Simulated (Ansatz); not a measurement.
`[F][GaH][ZnH]` + HI → `[F][GaH][I]` + `[ZnH2]` at 700 K and 1 bar (cleavage of the Ga–Zn bond).

Computed with Ansatz on PBE0-D4/def2-TZVP structures; ΔE is electronic, products minus reactants. CCSD(T)/CBS adds triple-zeta CCSD(T) − MP2 to the extrapolated MP2 energy (def2 sets, frozen cores). def2 core potentials past Kr. For Ga, I, Zn outer-core shells are correlated without core-valence functions, which leaves a few kJ/mol of doubt a bond. Scalar relativity is left out up to krypton.

```tsv
species	CCSD(T)/CBS energy (Eh)	H − E (kJ/mol)	S (J/(mol·K))
`[F][GaH][ZnH]`	-3803.33961	90.3	393.1
HI	-298.03592	34.6	231.7
`[F][GaH][I]`	-2321.86103	67.2	373.1
`[ZnH2]`	-1779.54550	57.4	237.3
```

H − E and S are ideal-gas, rigid-rotor, harmonic terms from PBE0-D4/def2-TZVP. 1 Eh = 2625.50 kJ/mol, R = 8.31446 J/(mol·K).

**Question.** By hand: ΔE, ΔH, ΔS and ΔG.

**Answer.** ΔE = (-2321.86103) + (-1779.54550) − (-3803.33961) − (-298.03592) = -0.03100 Eh = -81.4 kJ/mol. Δ(H − E) = 67.2 + 57.4 − 90.3 − 34.6 = -0.3, so ΔH = -81.7 kJ/mol. ΔS = 373.1 + 237.3 − 393.1 − 231.7 = -14.4 J/(mol·K). ΔG = -81.7 − 700 × (-14.4)/1000 = -71.6 kJ/mol.

**Question.** By hand: the equilibrium constant, and the temperature at which ΔG would vanish if ΔH and ΔS stayed fixed.

**Answer.** log₁₀ K = −ΔG/(RT ln 10) = 5.3. ΔG = 0 at ΔH/ΔS = 5674 K, far beyond where these terms or the molecules hold.

The number of gas molecules stays the same, so ΔS is small and ΔH decides. A doubt of 5 kJ/mol in ΔE shifts log₁₀ K by 0.4 here. These are equilibria of isolated gas molecules and say nothing of rates. Largest T1 diagnostic: 0.016 (customary marks: 0.02 for closed shells, 0.045 for open ones).
